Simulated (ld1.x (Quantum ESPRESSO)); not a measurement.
**Configuration tests for zirconium (TM)**

ld1.x (Quantum ESPRESSO) 7.5 input, shortened:

```
&input
   title='Zr', zed=40., rel=1, dft='BP', iswitch=3,
   config='[Kr] 4d2.5 4f-2 5s1.5 5p0'
 /
 &inputp
   pseudotype=2, tm=.true., lloc=0,
   nlcc=.false.
 /
4
5P  2  1   0.00   0.00  3.60  3.60  0.0
4D  3  2   2.50   0.00  2.40  2.40  0.0
4F  4  3  -2.00  -0.10  3.25  3.25  0.0
5S  1  0   1.50   0.00  3.05  3.05  0.0
 &test
   configts(1)='4d2.5 5s1.5 5p0'
 /
```

Energies are relative to the spin-unpolarised reference configuration 4d2.5 5s1.5 5p0; without spin polarisation the order of configurations can differ from experiment. The frozen-core shift is the all-electron ΔE with the core orbitals held at their reference shape minus the fully relaxed ΔE.

Q: Give the all-electron excitation energy and the error of the potential for: 4d2 5s2 5p0; 4d2 5s1 5p0; 4d2 5s0 5p0; 4d2 5s1.5 5p0; 4d3 5s1 5p0; 4d2 5s1 5p1; 4d1 5s0 5p0.

A:

| valence configuration | charge | ΔE all-electron (eV) | error AE − PS (meV) | frozen-core shift (meV) |
| --- | --- | --- | --- | --- |
| 4d2 5s2 5p0 | 0 | -0.527 | -0.8 | +9.2 |
| 4d2 5s1 5p0 | +1 | 6.786 | -2.6 | +16 |
| 4d2 5s0 5p0 | +2 | 19.888 | +14 | +51 |
| 4d2 5s1.5 5p0 | +0.5 | 2.432 | -3.0 | +11 |
| 4d3 5s1 5p0 | 0 | 0.697 | -4.9 | +8.2 |
| 4d2 5s1 5p1 | 0 | 2.554 | -11 | +15 |
| 4d1 5s0 5p0 | +3 | 42.568 | +102 | +527 |

Levels in the configuration 4d3 5s1 5p0:

```
level  all-electron (eV)  pseudo (eV)
   4d             -2.469       -2.451
   5s             -4.012       -4.011
```

ld1.x printed “convergence not achieved” for 5 of the counted tests; their residual had stalled under 1e-8, short of the target of 1e-14.
